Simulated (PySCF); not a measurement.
# One molecule, many functionals

Al2Cl6.
Z-matrix (Å and degrees, PBE0-D3(BJ)/def2-SVP geometry), rows numbered from 1:
```
Cl
Al  1  2.0824
Cl  2  2.0813  1  123.63
Cl  2  2.2765  1  109.56  3  -131.22
Al  4  2.2788  2   89.08  1  -111.04
Cl  5  2.0823  4  109.63  2  -111.47
Cl  5  2.0811  4  108.83  2   110.55
Cl  5  2.2764  4   90.92  2    -0.21
```

Linear-response calculations in the def2-SVPD basis (PySCF; singlets by full response, triplets Tamm–Dancoff, core orbitals frozen in the response; HF means time-dependent Hartree–Fock). 'Strongest' is the level of largest summed f among the singlets computed (10 roots, of which the last may lack a degenerate partner); it can jump between rows when another state enters that window. S1 is the lowest singlet of each run and needn't be the same state throughout; f(S1) is that of one state. Isolated species at its PBE0-D3(BJ)/def2-SVP geometry, gas phase.

```tsv
functional	kind	S1 (eV)	f(S1)	strongest (eV)	T1 (eV)	HOMO (eV)	gap (eV)	ionisation energy, ΔSCF (eV)
LDA	LDA	5.94	0.003	6.42	5.83	-8.29	5.88	10.52
B3LYP	global hybrid, 20% exact exchange	6.82	0.009	7.32	6.61	-9.27	7.70	10.98
PBE0	global hybrid, 25% exact exchange	7.09	0.010	7.59	6.84	-9.58	8.24	11.16
BHandHLYP	global hybrid, 50% exact exchange	7.78	0.018	8.29	7.45	-10.81	10.23	11.74
CAM-B3LYP	range-separated hybrid	7.45	0.016	7.96	7.13	-10.92	10.43	11.69
wB97X-D	range-separated hybrid	7.57	0.016	8.07	7.27	-11.45	11.75	11.72
LC-wPBE	range-separated hybrid	8.12	0.021	8.61	7.71	-12.41	12.97	12.41
HF	Hartree–Fock	9.03	0.042	9.52	8.53	-12.86	13.88	not settled
```

Task: What does PBE (GGA) give?

Result: S1 (eV) 6.06, f(S1) 0.004, strongest (eV) 6.53, T1 (eV) 5.94, HOMO (eV) -8.17, gap (eV) 6.01, ionisation energy, ΔSCF (eV) 10.38. S1 runs from 5.94 eV (LDA) to 9.03 eV (HF), a spread of 3.09 eV, while the orbital gap spreads over 8.0 eV. Along PBE (0%), B3LYP (20%), PBE0 (25%), BHandHLYP (50%), HF (100%) S1 rises with the share of exact exchange. −ε(HOMO) comes closest to its own ΔSCF ionisation energy with LC-wPBE (0.00 eV) and misses most with LDA (-2.23 eV). 'Not settled' means that the ion's SCF failed to converge or may have ended in another state than the lowest.
